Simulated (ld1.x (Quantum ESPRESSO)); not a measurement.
# u(r) = r·R(r): atom against pseudo-atom (Sn (Z = 50))

Columns: radius, all-electron u(r) and pseudo u(r) of the 5s shell (level -10.55 eV) of tin in the configuration [Kr] 4d10 5s2 5p2; PBE, scalar-relativistic, PAW scheme, ld1.x (Quantum ESPRESSO) 7.5.

| r (bohr) | all-electron | pseudo |
| --- | --- | --- |
| 0.115 | -0.0999 | 0.0109 |
| 0.230 | 0.2185 | 0.0247 |
| 0.345 | 0.1047 | 0.0438 |
| 0.460 | -0.1623 | 0.0702 |
| 0.575 | -0.3269 | 0.1055 |
| 0.690 | -0.3421 | 0.1501 |
| 0.805 | -0.2469 | 0.2037 |
| 0.920 | -0.0943 | 0.2651 |
| 1.035 | 0.0750 | 0.3324 |
| 1.150 | 0.2364 | 0.4029 |
| 1.265 | 0.3772 | 0.4735 |
| 1.380 | 0.4925 | 0.5409 |
| 1.495 | 0.5821 | 0.6019 |
| 1.610 | 0.6478 | 0.6534 |
| 1.725 | 0.6924 | 0.6931 |
| 1.840 | 0.7192 | 0.7192 |
| 1.955 | 0.7313 | 0.7313 |
| 2.070 | 0.7316 | 0.7316 |
| 2.185 | 0.7223 | 0.7223 |
| 2.300 | 0.7057 | 0.7057 |
| 2.415 | 0.6834 | 0.6834 |
| 2.530 | 0.6571 | 0.6571 |
| 2.645 | 0.6278 | 0.6278 |
| 2.760 | 0.5967 | 0.5967 |
| 2.875 | 0.5645 | 0.5645 |
| 2.990 | 0.5319 | 0.5319 |

Question: How many radial nodes do the two functions have?

Answer: The all-electron 5s function has n − l − 1 = 4 (the table is too coarse to show those close to the nucleus); the pseudo-wave has 0, since the states of the same l below it are removed with the core.

Question: At about which radius was the pseudo-wave matched?

Answer: 1.85 bohr, where the columns begin to agree (steps of 0.12 bohr).

Question: Is the pseudo-wave norm-conserving?

Answer: No, it belongs to a PAW set: the norm inside the radius is not constrained, and the difference is carried by the augmentation charge.
